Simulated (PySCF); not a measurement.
## AuH₅: fields on a plane

Method: PBE0/[Au def2-TZVP with ECP60, H def2-TZVP], scalar-relativistic core potentials, density fitting, no spin–orbit coupling, PySCF.

The singlet minimum has Au–H 1.539 Å, Au–H 1.631 Å (×2), Au–H 1.825 Å (×2), H–H 0.825 Å; Au–H–H 76.9° (×2), H–Au–H 26.1°, H–Au–H 81.0° (×2), H–Au–H 86.0° (×2), H–Au–H 107.1° (×2), H–Au–H 166.9° (×2), H–Au–H 172.0°.

The plane holds Au1 at (0.00, 0.00), H2 at (1.83, 0.00), H3 at (1.64, 0.80), H4 at (0.26, -1.61), H5 at (-1.50, -0.35), H6 at (-0.48, 1.56) Å. Columns run from x = -3.45 to 4.05 Å, rows from y = 3.75 (top) to -3.75 Å, in steps of 0.3 Å. Other isomers or separated fragments may lie lower. Core electrons replaced by a potential are absent, the electrostatic potential uses the reduced nuclear charge, and values within about 0.7 Å of such atoms have no physical meaning.

Task: Give the highest occupied orbital (Å^-3/2) at -7.81 eV (cut at ±0.3; overall sign arbitrary). Every second row and column.

Result: 
```
 0.00  0.00 -0.01 -0.01 -0.02 -0.02 -0.02 -0.01 -0.01  0.00  0.00  0.00  0.00
 0.00 -0.01 -0.01 -0.03 -0.05 -0.05 -0.05 -0.03 -0.02 -0.01 -0.01  0.00  0.00
 0.00 -0.01 -0.03 -0.06 -0.11 -0.15 -0.11 -0.07 -0.04 -0.02 -0.01 -0.01  0.00
 0.00 -0.01 -0.04 -0.10 -0.24 -0.30 -0.24 -0.11 -0.06 -0.04 -0.02 -0.01  0.00
 0.00 -0.01 -0.04 -0.11 -0.30 -0.30 -0.30 -0.15 -0.10 -0.06 -0.02 -0.01  0.00
 0.00 -0.01 -0.03 -0.07 -0.17 -0.19 -0.09 -0.11 -0.10 -0.05 -0.01  0.00  0.00
 0.00 -0.01 -0.02 -0.04 -0.05  0.19  0.05  0.00  0.04  0.07  0.03  0.01  0.01
 0.00  0.00  0.00  0.01  0.02 -0.09 -0.27  0.10  0.12  0.10  0.05  0.02  0.01
 0.00  0.00  0.01  0.03  0.08  0.20  0.30  0.29  0.14  0.07  0.04  0.02  0.01
 0.00  0.00  0.01  0.03  0.09  0.25  0.30  0.30  0.14  0.06  0.03  0.01  0.01
 0.00  0.00  0.01  0.03  0.07  0.15  0.26  0.20  0.10  0.04  0.02  0.01  0.00
 0.00  0.00  0.01  0.02  0.04  0.07  0.10  0.08  0.05  0.03  0.01  0.00  0.00
 0.00  0.00  0.00  0.01  0.02  0.03  0.04  0.03  0.02  0.01  0.01  0.00  0.00
```

Task: Give the electrostatic potential (V) (cut at 20 V). Lower edges of the bins (V): '0' -0.62, '1' -0.50, '2' -0.31, '3' 0.00, '4' 0.49, '5' 1.25, '6' 2.47, '7' 4.40, '8' 7.46, '9' 12.31; top 20.0.

Result: 
```
22222111111222223333333333
22221111111122223333333333
22211110001112223333333333
22111100011112233333333333
22111000123222233444444333
22110001355532334444444433
22110003589753345555444443
22110003699965556665544444
22211013699976667876554444
22221123689998789997654444
22222335689999989997654444
22334456899999999998655444
23345688999999999998655444
33346899999999999999755444
33346899999999988887654444
33345788889999876666554444
33344566678998765555544443
23333444456899754444444433
22233322235899753333333333
22222211024799642223333333
22222210002566421222333333
22222110001233211122333333
22222211000011111122233333
22222211100000011222223333
22222211111001111222223333
22222221111111112222222333
```

With an element this heavy the missing spin–orbit coupling can shift these numbers.
